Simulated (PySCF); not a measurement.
**Field gradients at the hydrogen positions**

C3H11NOSi2.
Numbering: `[NH2:1][CH2:2][Si@H:3]1[CH2:4][CH2:5][SiH2:6][O:7]1` (hydrogens: H8, H9 on N1; H10, H11 on C2; H12 on Si3; H13, H14 on C4; H15, H16 on C5; H17, H18 on Si6)

Cartesian coordinates in Å at the GFN2-xTB level; atoms count from 1:
```xyz
18
C3H11NOSi2 angstrom
N     -2.9597    0.5600   -0.0598
C     -1.9888   -0.5005   -0.3357
Si    -0.4162   -0.3970    0.7456
C      1.1386   -1.2827    0.0853
C      1.9729   -0.2485   -0.6898
Si     1.6045    1.4723    0.0482
O      0.1255    1.1544    0.6813
H     -3.2507    0.5127    0.9116
H     -2.5075    1.4607   -0.1851
H     -2.4997   -1.4536   -0.1886
H     -1.7455   -0.4356   -1.3998
H     -0.7027   -0.6336    2.1626
H      0.9335   -2.1562   -0.5328
H      1.7157   -1.6388    0.9395
H      1.6653   -0.2568   -1.7377
H      3.0287   -0.5188   -0.6802
H      2.4774    1.8399    1.1593
H      1.3998    2.5284   -0.9355
```

Level: PBE0/pcSseg-1 (PySCF, non-relativistic); Q(2H) = 0.00286 b; rigid geometry, the same for H and D, with no vibrational averaging.

Question: Rank these positions by the coupling χzz of a deuteron there, largest first.
A. H16 (methylene hydrogen)
B. H11 (methylene hydrogen)
C. H18 (Si–H hydrogen)
D. H8 (N–H hydrogen)

Answer: D (267 kHz), A (213 kHz), B (205 kHz), C (110 kHz).

Tabulate Vzz, the asymmetry η and χzz = 234.96 MHz × Q × Vzz for every hydrogen position.

```
atom  bonded to  bond length (Å)  Vzz (au)     η  χzz (kHz)
  H8         N1            1.015    0.3976  0.16        267
  H9         N1            1.016    0.3920  0.17        263
 H10         C2            1.091    0.3083  0.06        207
 H11         C2            1.093    0.3052  0.06        205
 H12        Si3            1.465    0.1599  0.01        107
 H13         C4            1.089    0.3180  0.04        214
 H14         C4            1.091    0.3135  0.04        211
 H15         C5            1.092    0.3109  0.03        209
 H16         C5            1.090    0.3169  0.04        213
 H17        Si6            1.460    0.1626  0.01        109
 H18        Si6            1.458    0.1643  0.01        110
```

Average by the element that carries the hydrogen.

on N: 265 kHz over 2 positions, mean bond length 1.015 Å; on C: 210 kHz over 6 positions, mean bond length 1.091 Å; on Si: 109 kHz over 3 positions, mean bond length 1.461 Å.

A static deuteron (I = 1) shows a doublet split by (3/2)χ, (3/4)χ(1 + η) and (3/4)χ(1 − η) with the field along z, y and x of the gradient. What are these for H11?

With |χ| = 205.1 kHz and η = 0.061: 308, 163 and 144 kHz, to first order and without motion.

The structure is a single GFN2-xTB conformer in the gas phase; no vibrational or solvent corrections. GFN2-xTB bond lengths can be off by several hundredths of an ångström, more for odd bonds, and the gradients follow them. The small basis limits the accuracy of the gradients.
